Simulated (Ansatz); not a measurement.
Reaction (redistribution): `[NH2][SnH2][NH2]` + `O[SiH2]S[SiH2]F` → `[NH2][SnH2][OH]` + `N[SiH2]S[SiH2]F`

Program: Ansatz. Geometries: PBE0-D4/def2-TZVP. ΔE: electronic, gas phase. CCSD(T)/CBS is the MP2 limit (def2-TZVPP, def2-QZVPP) plus CCSD(T) − MP2 in def2-TZVPP, frozen cores. Functionals use def2-TZVPP. def2 core potentials past Kr. For Sn outer-core shells are correlated without core-valence functions, which leaves a few kJ/mol of doubt a bond. One conformer a species, not always the lowest.

`[NH2][SnH2][NH2]`:

```xyz
9

N    -0.910    0.402   -1.354
Sn    0.142    0.538    0.366
N     0.648   -1.393    0.682
H    -1.123    1.291   -1.789
H    -1.773   -0.118   -1.263
H    -0.730    1.007    1.765
H     1.425    1.622    0.021
H     1.272   -1.769   -0.021
H     1.050   -1.581    1.591
```

`O[SiH2]S[SiH2]F`:

Cartesian coordinates in Å:
```
O 0.819 -0.712 -1.898
Si -0.562 -0.052 -1.312
S -1.093 -0.810 0.621
Si 0.283 0.319 1.771
F -0.338 1.736 2.164
H 0.869 -1.667 -1.966
H -0.298 1.401 -1.246
H -1.735 -0.373 -2.160
H 0.534 -0.423 3.024
H 1.520 0.581 1.002
```

`[NH2][SnH2][OH]`:

Cartesian coordinates in Å:
```
N -0.312 1.231 0.851
Sn -0.160 -0.546 -0.075
O 0.556 -0.105 -1.852
H -1.117 1.328 1.454
H 0.509 1.542 1.352
H -1.738 -1.159 -0.259
H 0.967 -1.628 0.632
H 1.295 -0.663 -2.103
```

`N[SiH2]S[SiH2]F`:

```xyz
11

N     0.859   -1.767    0.663
Si   -0.167   -1.190   -0.573
S     0.378    0.686   -1.509
Si   -0.334    1.974   -0.001
F    -1.893    2.280   -0.173
H     1.803   -2.048    0.454
H     0.793   -1.380    1.591
H    -0.139   -2.146   -1.702
H    -1.515   -1.027    0.018
H    -0.174    1.357    1.339
H     0.387    3.261   -0.107
```

Is it downhill or uphill in electronic energy at CCSD(T)/CBS, and by how much? (Best estimate.)

The calculation gave: Uphill: ΔE = +17.2 kJ/mol.

What do these levels give: r2SCAN-D4, ωB97X-V, B2PLYP, HF/def2-TZVPP, CCSD/def2-TZVPP, CCSD/CBS(def2)? (Estimate.)

Ansatz gave: r2SCAN-D4 15.7, ωB97X-V 16.0, B2PLYP 17.8, HF/def2-TZVPP 20.8, CCSD/def2-TZVPP 21.2, CCSD/CBS(def2) 17.7 kJ/mol.

Largest T1 diagnostic among the species: 0.013.
